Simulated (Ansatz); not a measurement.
C₂H₇NO₂Si (`N[SiH](C=O)CO`) at its PBE0-D4/def2-TZVP geometry, where that method's forces vanish. Charge 0, multiplicity 1.

```xyz
13

N     0.2059   -1.4930    0.9858
Si   -0.5021   -0.0289    0.4433
C    -1.9150   -0.3783   -0.8154
O    -2.5655    0.5294   -1.2760
C     0.8441    0.8943   -0.4999
O     1.9945    0.9390    0.3348
H     1.1972   -1.4612    1.1742
H    -0.2638   -2.0931    1.6441
H    -1.1040    0.8398    1.4938
H    -2.1162   -1.4236   -1.1589
H     1.0514    0.3682   -1.4423
H     0.4800    1.8972   -0.7584
H     2.6935    1.4102   -0.1250
```

Q: What forces (eV/Å) does PBE-D4/def2-TZVPP give on these atoms in the Gaussian-basis code of Ansatz? (Estimate.)

A: The calculation gave: 
```
N1   0.020 -0.110 -0.184
Si2 -0.157  0.070  0.015
C3   0.466 -0.527  0.358
O4  -0.606  0.851 -0.433
C5  -0.159  0.009 -0.144
O6   0.085 -0.214  0.557
H7   0.333 -0.015  0.084
H8  -0.146 -0.208  0.227
H9  -0.068  0.132  0.116
H10 -0.022 -0.310 -0.072
H11  0.017 -0.110 -0.221
H12 -0.114  0.204 -0.072
H13  0.350  0.229 -0.231
```
